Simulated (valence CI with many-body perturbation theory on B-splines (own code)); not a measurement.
# W⁴³⁺: one-electron terms

Level of theory: configuration interaction combined with many-body perturbation theory (CI+MBPT): three valence electrons over a frozen Dirac-Fock core [Ar] 3d10, a basis of 11 s, 11 p, 9 d, 7 f, 5 g, 2 h, 1 i functions for each j, with the one-electron correlation potential Σ1, the two-electron term Σ2, the three-electron term Σ3, Breit, model QED; selected CI, second order for the rest (own B-spline code, finite nucleus).

No measured spectrum was set against this ion. As an estimate, large intervals hold to a few tenths of a per cent, small ones and those within an open d or f shell to about a per cent.

These are the spectroscopic orbitals of the CI (the correlating ones are not listed), shaped by the core and the other valence electrons. h is the expectation value of the core's Dirac-Fock operator, without the valence repulsion; Σ1 is computed up to l = 3 at one energy for each symmetry, that of its lowest orbital but kept below the first core excitation, so for empty shells it is not the orbital's own correlation shift; Breit and QED include the response of the core.

```csv
Orbital,h (hartree),Σ1 (cm⁻¹),Breit (cm⁻¹),QED (cm⁻¹),⟨r⟩ (bohr)
4s1/2,-88.779,-14698,14409,10912,0.3960
5s1/2,-53.185,-5403,6491,5029,0.6615
6s1/2,-35.442,-2637,3402,2691,0.9972
7s1/2,-25.309,-1508,2028,1613,1.400
4p1/2,-85.178,-15654,22599,443,0.3924
5p1/2,-51.43,-5798,10255,212,0.6652
6p1/2,-34.468,-2883,5493,118,1.006
7p1/2,-24.713,-1664,3307,71.7,1.414
4p3/2,-81.423,-13501,13291,1389,0.4118
5p3/2,-49.667,-5258,6093,651,0.6899
6p3/2,-33.498,-2670,3585,358,1.036
7p3/2,-24.123,-1560,2170,218,1.450
4d3/2,-75.854,-15476,10182,-526,0.3986
5d3/2,-47.01,-5921,4765,-233,0.6868
6d3/2,-32.026,-3009,2618,-125,1.042
4d5/2,-75.046,-14635,6393,-79.8,0.4039
5d5/2,-46.619,-5604,2876,-22.6,0.6933
6d5/2,-31.807,-2850,1581,-8.4,1.050
4f5/2,-69.117,-14805,4039,-335,0.3682
5f5/2,-43.984,-4853,1758,-161,0.6690
4f7/2,-68.907,-14185,1640,-173,0.3702
5f7/2,-43.864,-4657,734,-77.3,0.6715
5g7/2,-42.52,,176,-37.1,0.6110
5g9/2,-42.472,,-12.9,-0.3,0.6122
```

Among the shells of the start configuration 4s2 4p1, Σ1 is largest in size for 4p1/2, where it is 0.084 % of h.

Lowest root of each symmetry, sizes in configuration state functions:

```
  J  Parity  Roots  Reference  Variational  Second order  Change by selected CI (cm⁻¹)  Change by second order (cm⁻¹)
1/2    even      7         45         6680          5097                         -2364                              0
3/2    even     11         74        11916         12187                         -1249                             -1
5/2    even     12         79        15319         18445                         -2028                             -1
7/2    even      7         60        14383         21005                         -3007                             -3
9/2    even      3         41        10416         17614                         -4950                             -4
1/2     odd      7         47         6278          6887                         -2442                              0
3/2     odd     12         77        11197          9694                         -2343                              0
5/2     odd     10         78        12910         17120                         -2248                             -2
7/2     odd      6         65        10798         24492                         -2620                             -2
9/2     odd      2         43         8410         19559                         -1422                             -4
```
